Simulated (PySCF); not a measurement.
1,2-difluorocyclopenta-1,3-diene (C5H4F2), SMILES FC1=C(F)CC=C1. Atoms are numbered in the order given.

```xyz
11

F      1.4429    -1.4835     0.0000
C      0.6760    -0.3959     0.0000
C     -0.6729    -0.3461     0.0000
F     -1.5276    -1.3659     0.0000
C     -1.1190     1.0825     0.0000
C      0.1852     1.8416     0.0000
C      1.2144     0.9662     0.0000
H     -1.7367     1.3177     0.8862
H     -1.7367     1.3177    -0.8862
H      0.2519     2.9290     0.0000
H      2.2815     1.1906     0.0000
```

The structure is a stationary point at B3LYP-D3(BJ)/def2-SVP. The values are those of a single conformer.

All values below come from TDA-M06-2X/def2-SVPD (PySCF).

Vertical excitations. Isolated molecule, no solvent. State labels are in the subgroup Cs.

Computed lowest excited states:
```json
[
 {"state": "S1", "symmetry": "A'", "energy (eV)": "5.45", "λ (nm)": "228", "f": "0.119", "main pairs": "HOMO→LUMO 95 %"},
 {"state": "S2", "symmetry": "A\"", "energy (eV)": "5.94", "λ (nm)": "209", "f": "0.006", "main pairs": "HOMO→LUMO+1 88 %"},
 {"state": "S3", "symmetry": "A\"", "energy (eV)": "6.48", "λ (nm)": "191", "f": "0.018", "main pairs": "HOMO→LUMO+2 89 %"},
 {"state": "S4", "symmetry": "A\"", "energy (eV)": "7.03", "λ (nm)": "176", "f": "0.003", "main pairs": "HOMO→LUMO+3 97 %"},
 {"state": "S5", "symmetry": "A'", "energy (eV)": "7.24", "λ (nm)": "171", "f": "0.023", "main pairs": "HOMO−1→LUMO 57 %, HOMO→LUMO+6 40 %"},
 {"state": "S6", "symmetry": "A\"", "energy (eV)": "7.59", "λ (nm)": "163", "f": "0.002", "main pairs": "HOMO−2→LUMO 94 %"},
 {"state": "S7", "symmetry": "A\"", "energy (eV)": "7.85", "λ (nm)": "158", "f": "0.000", "main pairs": "HOMO→LUMO+4 83 %"},
 {"state": "S8", "symmetry": "A\"", "energy (eV)": "7.99", "λ (nm)": "155", "f": "0.000", "main pairs": "HOMO→LUMO+5 76 %"},
 {"state": "S9", "symmetry": "A\"", "energy (eV)": "8.27", "λ (nm)": "150", "f": "0.002", "main pairs": "HOMO→LUMO+8 51 %, HOMO−3→LUMO 15 %"},
 {"state": "S10", "symmetry": "A'", "energy (eV)": "8.32", "λ (nm)": "149", "f": "0.051", "main pairs": "HOMO→LUMO+7 90 %"},
 {"state": "T1", "symmetry": "A'", "energy (eV)": "3.33", "λ (nm)": "372", "f": "0", "main pairs": "HOMO→LUMO 95 %"},
 {"state": "T2", "symmetry": "A'", "energy (eV)": "5.30", "λ (nm)": "234", "f": "0", "main pairs": "HOMO−1→LUMO 58 %, HOMO→LUMO+6 35 %"},
 {"state": "T3", "symmetry": "A\"", "energy (eV)": "5.73", "λ (nm)": "216", "f": "0", "main pairs": "HOMO→LUMO+1 80 %"},
 {"state": "T4", "symmetry": "A\"", "energy (eV)": "6.50", "λ (nm)": "191", "f": "0", "main pairs": "HOMO→LUMO+2 83 %"}
]
```
Triplets are in the Tamm–Dancoff approximation.
